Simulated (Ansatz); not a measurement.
Stepwise reaction of `[NH2][Zr]([F])([F])[F]` with ammonia, as a gas-phase model of exchange steps in deposition or etching. ΔE in kJ/mol.

Isolated molecules relaxed with PBE0-D4/def2-TZVP in Ansatz; ΔE leaves out vibrations. CBS: MP2 limit from def2 TZ/QZ plus the TZ coupled-cluster correction, frozen cores. This one scheme is used for every species. Functionals use def2-TZVPP. B3LYP here is the variant with VWN-RPA as its local correlation; programs differ in this. def2 core potentials past Kr. For Zr outer-core shells are correlated without core-valence functions, which leaves a few kJ/mol of doubt a bond. Each species was taken in one conformer, which may not be the lowest.

| step | reaction | PBE-D4 | B3LYP-D4 | ωB97M-V | CCSD(T)/CBS |
| --- | --- | --- | --- | --- | --- |
| 1 | `[NH2][Zr]([F])([F])[F]` + NH₃ → `[NH2][Zr]([NH2])([F])[F]` + H–F | 119.1 | 120.0 | 121.3 | 111.9 |
| 3 | `[NH2][Zr]([NH2])([NH2])[F]` + NH₃ → `[NH2][Zr]([NH2])([NH2])[NH2]` + H–F | 131.7 | 132.7 | 133.2 | 123.1 |

Problem. Give the row of step 2, `[NH2][Zr]([NH2])([F])[F]` + NH₃ → `[NH2][Zr]([NH2])([NH2])[F]` + H–F. (An estimate is asked.)

Solution. Ansatz gave: 
| step | reaction | PBE-D4 | B3LYP-D4 | ωB97M-V | CCSD(T)/CBS |
| --- | --- | --- | --- | --- | --- |
| 2 | `[NH2][Zr]([NH2])([F])[F]` + NH₃ → `[NH2][Zr]([NH2])([NH2])[F]` + H–F | 122.4 | 123.4 | 124.3 | 114.2 |

Problem. By hand: ΔE of the 3 steps together at CCSD(T)/CBS.

Solution. (111.9) + (114.2) + (123.1) = 349.2 kJ/mol, or 116.4 kJ/mol a step.

In ΔE each step is higher than the one before. All are uphill at CCSD(T)/CBS. PBE-D4 differs from CCSD(T)/CBS by 7.2 to 8.6 kJ/mol a step. Isolated molecules leave out the surface, adducts and barriers. Largest T1 diagnostic: 0.017.
